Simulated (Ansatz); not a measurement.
A nudged elastic band was laid between two geometries of C2H9BN2 (14 atoms, charge 0, multiplicity 1).

These are results of Ansatz 0.2.0, RKS B3LYP-D4/def2-SVP, not measurements.

```yaml
movable_images: 9
climbing_image: yes
spring: 5.0 eV/Å²
optimiser: quadratic models (default)
start_path: through a guess of the saddle point
force_threshold: 0.05 eV/Å
iteration_limit: 60
end_points: relaxed
```

Initial state:

```xyz
14
Properties=species:S:1:pos:R:3
B -0.189 -0.089 -0.005
N 0.583 -0.204 1.176
C 0.192 -0.882 2.391
N 0.265 0.598 -1.156
C -0.457 0.759 -2.397
H 1.183 1.032 -1.155
H -1.288 -0.601 -0.031
H 1.505 0.220 1.220
H -0.807 -1.322 2.258
H 0.882 -1.704 2.660
H 0.139 -0.200 3.262
H -1.439 0.270 -2.315
H -0.637 1.821 -2.651
H 0.068 0.302 -3.258
```

Final state:

```xyz
14
Properties=species:S:1:pos:R:3
B -1.514 0.764 -0.194
N 1.345 -0.105 1.246
C 0.711 -1.115 2.080
N -1.009 0.695 -1.327
C -0.453 0.625 -2.618
H 0.927 -0.088 0.316
H -2.002 0.823 0.877
H 1.202 0.828 1.634
H 0.894 -2.116 1.655
H 1.166 -1.110 3.084
H -0.388 -1.016 2.217
H -1.194 0.891 -3.393
H 0.402 1.315 -2.729
H -0.086 -0.392 -2.847
```

Q: What changes between the two ends?

A: Bonds broken: B1–N2, N4–H6. Bonds formed: N2–H6. C2H9BN2 becomes CH4BN + CH5N.

Q: Give the energies along the band, and the barrier.

A: It converged. The highest image is number 8 of 0 to 10, 56.4 kcal/mol above the first end and 4.3 kcal/mol above the last; the last end lies 52.1 kcal/mol above the first. The profile has 3 maxima (images 1, 4, 8) with wells between them (images 2, 5): this band takes more than one step, which may be the mechanism or a detour left from its start path. Neighbouring images differ by up to 1.9 eV, so the band resolves the path poorly. A vibrational analysis at the climbing image gives one clearly imaginary mode, 607i cm⁻¹, and a faint second one (25i cm⁻¹) that may be numerical noise or a soft torsion: probably a first-order saddle point. The orbitals stay closed-shell, which can raise the energy where a bond breaks towards radicals; this wasn't checked here.

```tsv
image	path coordinate (Å)	energy (kcal/mol)	B1–N2 (Å)	N4–H6 (Å)	N2–H6 (Å)
0	0.00	0.0	1.42	1.02	2.71
1	3.39	0.8	1.42	1.02	2.70
2	6.78	0.1	1.42	1.02	2.70
3	10.17	2.9	1.42	1.02	2.66
4	13.56	3.5	1.42	1.01	2.80
5	16.95	0.0	1.42	1.01	2.72
6	20.35	44.3	1.63	2.31	1.03
7	23.74	44.9	1.63	2.46	1.03
8	27.13	56.4	3.05	2.77	1.01
9	30.22	52.5	3.67	3.20	1.02
10	33.31	52.1	3.32	2.66	1.02
```

Q: What is the geometry of the highest image?

A: 
```xyz
14
Properties=species:S:1:pos:R:3
B -1.562 0.230 -0.488
N 0.816 0.151 1.418
C 0.710 -0.943 2.338
N -0.955 0.426 -1.556
C -0.280 0.656 -2.767
H 0.922 0.001 0.429
H -2.203 0.035 0.481
H 0.766 1.107 1.734
H -0.245 -0.957 2.903
H 0.755 -1.892 1.782
H 1.527 -0.979 3.088
H -0.915 1.192 -3.495
H 0.632 1.263 -2.622
H 0.033 -0.291 -3.245
```

Time of the run: 9.6 min on 2 threads of Intel(R) Xeon(R) 6975P-C (Granite Rapids), on a shared host, peak memory 0.28 GiB.
